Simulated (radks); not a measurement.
Problem. K II, configuration [Ar]. Method: Dirac Kohn-Sham, exchange-only PBE, spin-unpolarised, spherical densities, finite nucleus; Fermi nuclear charge, rms radius 3.4349 fm; computed with a radial shooting solver on a logarithmic mesh with Libxc functionals. Some entries of the table are withheld. Estimate them.

orbital  occ.  eigenvalue (eV)  <r^2> (bohr^2)
1s1/2       2              (1)        0.008836
2s1/2       2              (2)          0.1783
2p1/2       2              (3)          0.1512
2p3/2       4              (4)          0.1532
3s1/2       2              (5)           1.865
3p1/2       2              (6)           2.431
3p3/2       4              (7)           2.461

Solution. 
(1) 1s1/2 eigenvalue (eV): -3527.672
(2) 2s1/2 eigenvalue (eV): -358.2617
(3) 2p1/2 eigenvalue (eV): -287.0171
(4) 2p3/2 eigenvalue (eV): -284.1227
(5) 3s1/2 eigenvalue (eV): -40.2674
(6) 3p1/2 eigenvalue (eV): -23.9403
(7) 3p3/2 eigenvalue (eV): -23.6718
